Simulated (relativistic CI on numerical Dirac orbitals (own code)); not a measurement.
**V3+ (3d2) in a crystal field**

Calculated by Dirac-Coulomb-Breit CI, separate exchange-only KLI orbitals for each configuration, QED by a radiative potential, valence Slater integrals scaled by 0.75, one configuration in a parametric crystal field (own radial code).

Field parameters in Wybourne normalisation: Oh B⁴₀ = 21Dq, B⁴₄ = √(5/14) B⁴₀. The field is a parameter set, without covalency.

S and J are read from ⟨S²⟩ = S(S + 1) and ⟨J²⟩ = J(J + 1) of each level; they are not fictitious spins.

Oh, 10Dq = 4100 cm⁻¹, the lowest 10 levels:

| E (cm⁻¹) | Degeneracy | Irrep | S | J |
| --- | --- | --- | --- | --- |
| 0.0 | 2 | E | 1.00 | 2.67 |
| 21.9 | 3 | T2 | 1.00 | 2.78 |
| 307 | 3 | T1 | 1.00 | 3.58 |
| 457 | 1 | A1 | 1.00 | 3.97 |
| 3543 | 1 | A2 | 1.00 | 3.00 |
| 3573 | 3 | T2 | 1.00 | 3.09 |
| 3696 | 3 | T1 | 1.00 | 3.46 |
| 3710 | 2 | E | 1.00 | 3.55 |
| 7751 | 3 | T2 | 1.00 | 3.37 |
| 11290 | 3 | T2 | 0.01 | 2.29 |

Oh, 10Dq = 40400 cm⁻¹, the lowest 10 levels:

```tsv
E (cm⁻¹)	Degeneracy	Irrep	S	J
0.0	2	E	1.00	2.74
3.1	3	T2	1.00	2.75
237	3	T1	1.00	3.41
348	1	A1	1.00	3.71
11333	3	T2	0.00	3.14
11433	2	E	0.00	3.21
26262	1	A1	0.00	2.84
38484	1	A2	1.00	3.00
38530	3	T2	1.00	3.13
38626	2	E	1.00	3.41
```

Oh, 10Dq = 37100 cm⁻¹, the lowest 10 levels:

| E (cm⁻¹) | Degeneracy | Irrep | S | J |
| --- | --- | --- | --- | --- |
| 0.0 | 2 | E | 1.00 | 2.75 |
| 3.3 | 3 | T2 | 1.00 | 2.76 |
| 239 | 3 | T1 | 1.00 | 3.42 |
| 352 | 1 | A1 | 1.00 | 3.72 |
| 11352 | 3 | T2 | 0.00 | 3.13 |
| 11462 | 2 | E | 0.00 | 3.20 |
| 26147 | 1 | A1 | 0.00 | 2.88 |
| 35221 | 1 | A2 | 1.00 | 3.00 |
| 35267 | 3 | T2 | 1.00 | 3.13 |
| 35363 | 2 | E | 1.00 | 3.41 |

Oh, 10Dq = 33800 cm⁻¹, the lowest 10 levels:

```
E (cm⁻¹)  Degeneracy  Irrep     S     J
     0.0           2      E  1.00  2.75
     3.5           3     T2  1.00  2.76
     242           3     T1  1.00  3.43
     356           1     A1  1.00  3.73
   11373           3     T2  0.00  3.12
   11494           2      E  0.00  3.20
   26009           1     A1  0.00  2.92
   31964           1     A2  1.00  3.00
   32011           3     T2  1.00  3.13
   32106           2      E  1.00  3.41
```

Oh, 10Dq = 30500 cm⁻¹, the lowest 10 levels:

| E (cm⁻¹) | Degeneracy | Irrep | S | J |
| --- | --- | --- | --- | --- |
| 0.0 | 2 | E | 1.00 | 2.75 |
| 3.7 | 3 | T2 | 1.00 | 2.77 |
| 245 | 3 | T1 | 1.00 | 3.44 |
| 361 | 1 | A1 | 1.00 | 3.74 |
| 11397 | 3 | T2 | 0.00 | 3.10 |
| 11531 | 2 | E | 0.00 | 3.19 |
| 25839 | 1 | A1 | 0.00 | 2.98 |
| 28714 | 1 | A2 | 1.00 | 3.00 |
| 28761 | 3 | T2 | 1.00 | 3.13 |
| 28856 | 2 | E | 1.00 | 3.42 |

The free-ion ground term has S = 1. Every field shown keeps that spin.

Levels of this model without a field, named by their leading LS term (the scale mimics covalency, so terms lie below those of the real free ion): ³F2 0, ³F3 301, ³F4 681, ¹D2 10493, ³P0 12387, ³P1 12493, ³P2 12696, ¹G4 16169 cm⁻¹.
